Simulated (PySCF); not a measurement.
29Si chemical shifts

All values are calculated (PySCF 2.14.0 with density-fitted response routines): shieldings: GIAO PBE0/pcSseg-1, GFN2-xTB geometry. No solvent model, non-relativistic, rapidly exchanging positions averaged, single conformer.

Shieldings were converted by a linear fit to measured shifts: 29Si (scatter 8.9 ppm rms, 25.8 ppm with the 6 outliers that the fit left out vs TMS, solution or neat liquid). Occasional misses reach two or three times the rms, and more in compound classes unlike the fitted ones.

Task: Give the 29Si shifts of `C#C[Si@@]1(C)[SiH2][SiH2][Si@H]1O`, `CC[SiH2][SiH2]C(F)(F)F`, `CC#C[Si@@](N)(P)[SiH2]C#N`, `COc1scpc1[SiH3]`, `C=Cc1pcpc([SiH3])p1`, `F[Si](F)(F)CCC[SiH3]`, `C=C(F)[Si]1(O[SiH3])[SiH2]O[SiH2]1`, `[SiH3]Nc1coc([SiH3])c1`, `COc1cpc([SiH3])s1`.

Result: 
| compound | environment | δ (ppm) |
| --- | --- | --- |
| [CH:1]#[C:2][Si@@:3]1([CH3:4])[SiH2:5][SiH2:6][Si@H:7]1[OH:8] | Si7: silicon bonded to O, 2 Si, H, in a 4-membered ring | 12.5 |
| [CH:1]#[C:2][Si@@:3]1([CH3:4])[SiH2:5][SiH2:6][Si@H:7]1[OH:8] | Si3: silicon bonded to 2 C, 2 Si, in a 4-membered ring | -29.0 |
| [CH:1]#[C:2][Si@@:3]1([CH3:4])[SiH2:5][SiH2:6][Si@H:7]1[OH:8] | Si6: silicon bonded to 2 Si, 2 H, in a 4-membered ring | -88.9 |
| [CH:1]#[C:2][Si@@:3]1([CH3:4])[SiH2:5][SiH2:6][Si@H:7]1[OH:8] | Si5: silicon bonded to 2 Si, 2 H, in a 4-membered ring | -91.6 |
| [CH3:1][CH2:2][SiH2:3][SiH2:4][C:5]([F:6])([F:7])[F:8] | Si3: silicon bonded to C, Si, 2 H | -62.7 |
| [CH3:1][CH2:2][SiH2:3][SiH2:4][C:5]([F:6])([F:7])[F:8] | Si4: silicon bonded to C, Si, 2 H | -65.1 |
| [CH3:1][C:2]#[C:3][Si@@:4]([NH2:5])([PH2:6])[SiH2:7][C:8]#[N:9] | Si4: silicon bonded to C, N, P, Si | -36.4 |
| [CH3:1][C:2]#[C:3][Si@@:4]([NH2:5])([PH2:6])[SiH2:7][C:8]#[N:9] | Si7: silicon bonded to C, Si, 2 H | -92.4 |
| COc1scpc1[SiH3] | silicon bonded to C, 3 H | -76.5 |
| C=Cc1pcpc([SiH3])p1 | silicon bonded to C, 3 H | -57.9 |
| [F:1][Si:2]([F:3])([F:4])[CH2:5][CH2:6][CH2:7][SiH3:8] | Si2: silicon bonded to C, 3 F | -46.9 |
| [F:1][Si:2]([F:3])([F:4])[CH2:5][CH2:6][CH2:7][SiH3:8] | Si8: silicon bonded to C, 3 H | -65.2 |
| [CH2:1]=[C:2]([F:3])[Si:4]1([O:5][SiH3:6])[SiH2:7][O:8][SiH2:9]1 | Si4: silicon bonded to C, O, 2 Si, in a 4-membered ring | 18.2 |
| [CH2:1]=[C:2]([F:3])[Si:4]1([O:5][SiH3:6])[SiH2:7][O:8][SiH2:9]1 | Si7/9: silicon bonded to O, Si, 2 H, in a 4-membered ring (×2) | -0.4 |
| [CH2:1]=[C:2]([F:3])[Si:4]1([O:5][SiH3:6])[SiH2:7][O:8][SiH2:9]1 | Si6: silicon bonded to O, 3 H | -39.8 |
| [SiH3:1][NH:2][c:3]1[cH:4][o:5][c:6]([SiH3:7])[cH:8]1 | Si1: silicon bonded to N, 3 H | -59.1 |
| [SiH3:1][NH:2][c:3]1[cH:4][o:5][c:6]([SiH3:7])[cH:8]1 | Si7: silicon bonded to C, 3 H | -78.5 |
| COc1cpc([SiH3])s1 | silicon bonded to C, 3 H | -70.9 |
